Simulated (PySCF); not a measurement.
C3H3BF2O, SMILES FB(F)C1=CCO1. Geometry optimised at PBE0-D3(BJ)/def2-SVP. This is a generated structure with no PubChem entry under its InChIKey; it may be hypothetical. The values are those of a single conformer.

Level of theory: PBE0-D3(BJ)/def2-SVP run with PySCF.

Harmonic wavenumbers (cm⁻¹): 80, 134, 168, 365, 444, 480, 644, 705, 727, 935, 976, 999, 1011, 1122, 1151, 1202, 1284, 1399, 1448, 1463, 1691, 3081, 3150, 3306. Rotational constants (GHz): 5.999, 1.827, 1.413; symmetry number 1.

Q: Work out the zero-point energy and the ideal-gas rigid-rotor harmonic-oscillator thermochemistry at 298.15 K and 1 atm.

A: ZPE = ½ Σ hcν = ½ × 27963 cm⁻¹ = 39.97 kcal/mol. H − E(el) = 44.55 kcal/mol. Entropy in cal/(mol K): translation 39.83, rotation 27.43, vibration 13.45, total 80.71. G − E(el) = 20.49 kcal/mol. Cp = 23.25 cal/(mol K). Modes under 150 cm⁻¹ make the vibrational entropy uncertain.
